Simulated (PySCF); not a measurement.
PySCF input for Hf(Me)3(H) (C3H10Hf), SMILES [CH3][HfH]([CH3])[CH3], multiplicity 1, C-PCM-M06-2X/def2-SVP. Geometry optimised at PBE0-D3(BJ)/def2-SVP. The multiplicity is an assumed one; other spin states were not compared. The def2 effective core potentials stand for the cores of Hf; spin–orbit coupling is left out.

```python
import numpy as np
from pyscf import gto, scf, dft
from pyscf.solvent import pcm

mol = gto.M(
    atom='''
    Hf    0.00000000   -0.00000000   -0.18462987
    C     1.80199010    1.04037947    0.53400813
    H     2.47119091    0.39695087    1.13386718
    H     1.57936499    1.94163867    1.13386718
    H     2.37542400    1.37145168   -0.35570512
    C    -0.00000000   -2.08075894    0.53400812
    H    -0.00000001   -2.74290337   -0.35570511
    H    -0.89182592   -2.33858954    1.13386719
    H     0.89182591   -2.33858954    1.13386719
    C    -1.80199010    1.04037948    0.53400812
    H    -2.37542400    1.37145169   -0.35570511
    H    -1.57936500    1.94163868    1.13386718
    H    -2.47119091    0.39695088    1.13386719
    H     0.00000000   -0.00000001   -2.05488309
    ''',
    basis='def2-SVP',
    ecp={'Hf': 'def2-svp'},
    charge=0,
    spin=0,
    max_memory=1600,
    verbose=3,
)
mf = dft.RKS(mol, xc='m06-2x').density_fit(auxbasis='def2-universal-jkfit')
mf.grids.level = 4
mf.conv_tol = 1e-9
mf.max_cycle = 100
mf.kernel()
res = {}
for name, eps in {'water': 78.355, 'toluene': 2.3741, 'dimethylsulfoxide': 46.826}.items():
    s = mf.PCM()
    s.with_solvent.method, s.with_solvent.eps, s.with_solvent.lebedev_order = 'C-PCM', eps, 29
    s.kernel(mf.make_rdm1())
    res[name] = (s.e_tot, eps, s.dip_moment(), s.mo_energy, s.converged)
    print(f'{name}: electrostatic solvation free energy {(s.e_tot - mf.e_tot) * 627.509474:.3f} kcal/mol')
```

Output:

```
converged SCF energy = -168.050743399579

WARN: PCM is an experimental feature. It is still in testing.
Features and APIs may be changed in the future.

converged SCF energy = -168.057492975102
Dipole moment(X, Y, Z, Debye):  0.00000,  0.00021,  1.47440
water: electrostatic solvation free energy -4.235 kcal/mol

WARN: PCM is an experimental feature. It is still in testing.
Features and APIs may be changed in the future.

converged SCF energy = -168.054469378405
Dipole moment(X, Y, Z, Debye):  0.00000,  0.00012,  1.26591
toluene: electrostatic solvation free energy -2.338 kcal/mol

WARN: PCM is an experimental feature. It is still in testing.
Features and APIs may be changed in the future.

converged SCF energy = -168.057425238542
Dipole moment(X, Y, Z, Debye):  0.00000,  0.00021,  1.46919
dimethylsulfoxide: electrostatic solvation free energy -4.193 kcal/mol
```

Self-consistency was reached.
